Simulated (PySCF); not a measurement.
PySCF 2.14 output of an unrestricted PBE0 calculation on a single atom or ion in aug-cc-pwCVTZ-PP with ECP28MDF (8s7p6d4f1g, 96 functions), with scalar relativity through the core potential:

```
SCF conv_tol = 1e-09
number electrons alpha = 14  beta = 10
    C. Adamo and V. Barone.,  J. Chem. Phys. 110, 6158 (1999)
    M. Ernzerhof and G. E. Scuseria.,  J. Chem. Phys. 110, 5029 (1999)
cycle= 1 E= -294.943817485735  delta_E= -0.00483  |g|= 0.0129  |ddm|= 0.275
cycle= 2 E= -294.943862908161  delta_E= -4.54e-05  |g|= 0.00182  |ddm|= 0.031
cycle= 3 E= -294.943864111091  delta_E= -1.2e-06  |g|= 0.000676  |ddm|= 0.00479
cycle= 4 E= -294.94386419754  delta_E= -8.64e-08  |g|= 0.000214  |ddm|= 0.000973
cycle= 5 E= -294.943864204392  delta_E= -6.85e-09  |g|= 5.35e-06  |ddm|= 0.000336
cycle= 6 E= -294.94386420441  delta_E= -1.85e-11  |g|= 3.92e-07  |ddm|= 1.76e-05
converged SCF energy = -294.94386420441  <S^2> = 6.0008294  2S+1 = 5.0003317
```

The run itself started from symmetry-adapted Hartree-Fock orbitals and held the occupation by maximum overlap, on a logarithmic radial grid, so the iterations belong to that start.

Question: Which element, charge and spin multiplicity is this?

Answer: I⁺ (iodine, charge +1), multiplicity 5; the state was [Kr] 4d10 5s2 5p3 5d1, high-spin 5D determinant (an excited configuration).

Energies and moments cover only the electrons outside the core potential. The outer electron is Rydberg-like, and this basis confines it to a smaller radius and binds it less than a complete one would.
